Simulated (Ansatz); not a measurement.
Be2O, SMILES [O]([Be])[Be] (connectivity only; charge and spin as stated), neutral, multiplicity 1.

Geometry optimised at B3LYP-D3(BJ)/def2-TZVPD. The geometry has at least one imaginary mode, so it is a saddle point at that level.

Two levels are set side by side: PBE/def2-TZVPD (Ansatz, a program for electronic structure) and ωB97X-V/def2-TZVPD (Ansatz). Energy differences of separate SCF runs at the same geometry; the states with an electron removed or added have multiplicity 2 and 2. Differences are taken from unrounded values.

```
quantity                           ωB97X-V
---------------------------------  -------
vertical ionisation energy (eV)       6.45
vertical electron affinity (eV)       2.53
vertical singlet–triplet gap (eV)    -1.72
```

Q: What does PBE give, and how far is it from ωB97X-V? (An estimate is asked for; the answer gives what the named calculation found.)

A: 
| quantity | PBE | PBE minus ωB97X-V |
|---|---|---|
| vertical ionisation energy (eV) | 6.87 | 0.42 |
| vertical electron affinity (eV) | 1.86 | -0.67 |
| vertical singlet–triplet gap (eV) | -0.73 | 0.99 |
